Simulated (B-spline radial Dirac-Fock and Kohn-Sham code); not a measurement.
Dipole and non-dipole photoemission parameters of Sm³⁺ 3p1/2

System: Sm³⁺, configuration [Xe] 4f5; threshold 1567.4 eV (orbital energy of the model). Model: Dirac-Hartree-Slater photoionisation with a Latter tail; cross sections with all multipoles, angular parameters from the dipole term and its interference with E2. Program: a radial atomic solver.

```csv
hν (eV),σ (kb),β,γ,δ
1940,58.5,1.277,0.366,0.058
4520,13.7,1.599,0.103,0.003
5190,10.3,1.588,0.213,0.005
5890,?,?,?,?
6000,7.48,1.568,0.354,0.009
8047.8,3.81,1.512,0.695,0.022
9100,2.83,1.483,0.856,0.029
9251.7,2.72,1.479,0.879,0.030
12900,1.17,1.387,1.344,0.059
15000,0.787,1.339,1.560,0.076
```

Q: Give the values at 5890 eV.

A: σ = 7.79 kb, β = 1.571, γ = 0.335, δ = 0.009.

Values without a named source are computed, but for edge energies of neutral atoms, which are taken from tables.
